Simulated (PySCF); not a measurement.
Species: sum formula H6SiN3O, net charge -1, singlet state. It need not be the lowest isomer of its formula. Whether it binds its extra electron was not tested at this geometry. 
Structure (B3LYP-D3(BJ)/def2-TZVP (Ansatz) minimum search):
```
Si
O 1 1.5616
N 1 1.7873 2 115.99
H 3 1.0122 1 111.41 2 -112.18
H 3 1.0128 4 108.06 1 -122.13
N 1 1.7873 2 115.99 3 -120.00
H 6 1.0122 1 111.41 2 -112.18
H 6 1.0128 7 108.06 1 -122.13
N 1 1.7873 2 115.99 3 120.00
H 9 1.0122 1 111.41 2 -112.18
H 9 1.0128 10 108.06 1 -122.13
```
Charge -1, spin multiplicity 1.

Dispersion corrections to the total energy (kcal/mol) from the dftd3 and dftd4 libraries through PySCF: D3(BJ) without and D4 with the three-body term, each with the damping fitted for the functional named.

```json
[
 {"functional": "BLYP", "D3(BJ)": "-11.27", "D4": "-13.72"},
 {"functional": "TPSS", "D3(BJ)": "…", "D4": "-8.36"},
 {"functional": "PBE0", "D3(BJ)": "-4.59", "D4": "-5.19"},
 {"functional": "PW6B95", "D3(BJ)": "…", "D4": "-5.46"},
 {"functional": "CAM-B3LYP", "D3(BJ)": "-4.14", "D4": "…"},
 {"functional": "B3LYP", "D3(BJ)": "-9.23", "D4": "-9.94"},
 {"functional": "BP86", "D3(BJ)": "-8.43", "D4": "-8.19"}
]
```

**Question.** Some entries are withheld; supply them.

**Answer.** 
- TPSS, D3(BJ): -6.68
- PW6B95, D3(BJ): -2.67
- CAM-B3LYP, D4: -5.22
